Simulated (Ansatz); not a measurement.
CH7AlO4 (`C[OH+][Al-]([OH])([OH])[OH]`), 13 atoms. Total charge 0; spin multiplicity 1. All runs use 4 threads of an Arm Neoverse V2 on a shared host. Correlated methods freeze the cores.

How many basis functions does each run have, and how long does it take in Ansatz? RKS PBE0-D4/def2-SVP energy; RHF-MP2/def2-QZVPP energy; RHF-CCSD(T)/def2-SVP energy; RKS ωB97M-V/def2-SVP energy; RKS PBE-QIDH (frozen core)/def2-TZVPP energy; RKS ωB97X-V/def2-TZVPP energy; RKS PBE-D4/def2-TZVPP energy and forces; RKS CAM-B3LYP-D4/def2-TZVPP energy; RKS PBE0-D4/def2-TZVP frequencies; RKS ωB97M-V/def2-QZVPP energy; RKS PBE0-D4/def2-TZVP relaxation (15 steps); RHF-CCSD(T)/def2-TZVPP energy. (An estimate is asked.)

Computed: Other jobs shared the machine, so times are rough.

```tsv
level	job	functions	wall time	peak host memory (GiB)
RKS PBE0-D4/def2-SVP	energy	123	1.3 s	0.3
RKS PBE-D4/def2-TZVPP	energy and forces	295	3 s	0.42
RKS CAM-B3LYP-D4/def2-TZVPP	energy	295	4.1 s	0.92
RKS ωB97M-V/def2-SVP	energy	123	4.6 s	0.41
RKS PBE-QIDH (frozen core)/def2-TZVPP	energy	295	6.5 s	0.88
RKS ωB97X-V/def2-TZVPP	energy	295	9 s	1
RHF-CCSD(T)/def2-SVP	energy	123	12 s	0.78
RKS ωB97M-V/def2-QZVPP	energy	565	22 s	2.8
RHF-MP2/def2-QZVPP	energy	565	29 s	4.2
RKS PBE0-D4/def2-TZVP	relaxation (15 steps)	234	56 s	0.67
RKS PBE0-D4/def2-TZVP	frequencies	234	3.5 min	0.67
RHF-CCSD(T)/def2-TZVPP	energy	295	6.9 min	9.9
```
